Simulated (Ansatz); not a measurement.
Saddle point of SnH₄ClF, closed shell (SnH₃F ([F][SnH3]) + HCl → SnH₃Cl ([Cl][SnH3]) + HF; bonds formed: Sn1–Cl7, F2–H6; bonds broken: Sn1–F2, H6–Cl7), PBE0-D4/def2-TZVP structure:

Sn1  (-0.745, -0.088, -0.142)
F2  (0.870, -0.307, 1.278)
H3  (-0.644, -1.179, -1.431)
H4  (-1.687, -0.742, 1.127)
H5  (-1.153, 1.532, -0.414)
H6  (1.557, 0.101, 0.521)
Cl7  (1.803, 0.683, -0.939)
(Å)

Energies are electronic, without zero-point energy. Barriers and step energies count from the start structure reached by relaxing down the imaginary mode; all methods use the PBE0-D4 structures, on which another method's saddle can fall below an end. Ansatz 0.2.0; basis: def2-TZVPP, with def2-QZVPP for the basis limit; cores frozen in the correlated methods. Filled d shells of the heavier atoms are correlated. Core potentials replace the inner electrons of the atoms past krypton. The def2 sets are not built for correlating such inner shells, so the correlated values are less sure here. B3LYP uses VWN-RPA correlation. Extrapolation: Hartree–Fock as exp(−7.88 √X), correlation as X^−2.97.

```
      method  barrier (kcal/mol)  step energy (kcal/mol)
       SPW92                2.48                   -8.94
      PBE-D4                7.88                   -8.25
     BLYP-D4               11.00                   -6.42
   r2SCAN-D4                9.17                   -7.84
      B97M-V               12.80                   -6.66
     PBE0-D4               10.00                   -9.62
    B3LYP-D4                   ?                   -7.60
  r2SCAN0-D4               10.59                   -9.30
    BHLYP-D4               14.66                   -8.63
CAM-B3LYP-D4               13.34                   -6.70
     wB97X-V               13.02                   -7.68
     wB97M-V               11.73                   -8.54
      B2PLYP               13.59                   -7.56
    PBE-QIDH                   ?                   -9.92
  RPA on PBE               14.96                   -7.33
          HF               22.23                   -8.42
         MP2                   ?                   -9.56
        CCSD               16.10                   -8.55
     CCSD(T)               14.45                   -8.52
```

**Question.** Fill in the withheld barriers. (An estimate is asked for; the value comes from the calculation.)

**Answer.** Computed: B3LYP-D4 12.35; PBE-QIDH 12.02; MP2 12.98 kcal/mol. Each is the energy of the saddle less that of the start structure, by the same method.

For comparison, the barrier by CCSD(T) at an estimated basis limit (MP2 extrapolated from triple and quadruple zeta, plus CCSD(T) − MP2 in triple zeta) is 12.58 kcal/mol.

T1 diagnostic: at most 0.013.

Labels in which every atom is bracketed show which atoms are joined, not bond orders.

For scale, one of the runs: CCSD(T)/def2-TZVPP, 179 basis functions, launched by `ansatz run in.yaml --threads 4 --pin off --events-out ev --progress --plain --max-ram 9574MiB`. Time: 45 s of wall clock on 4 CPU threads of an Arm Neoverse V1; the host was shared. Peak host memory: 1.9 GiB.
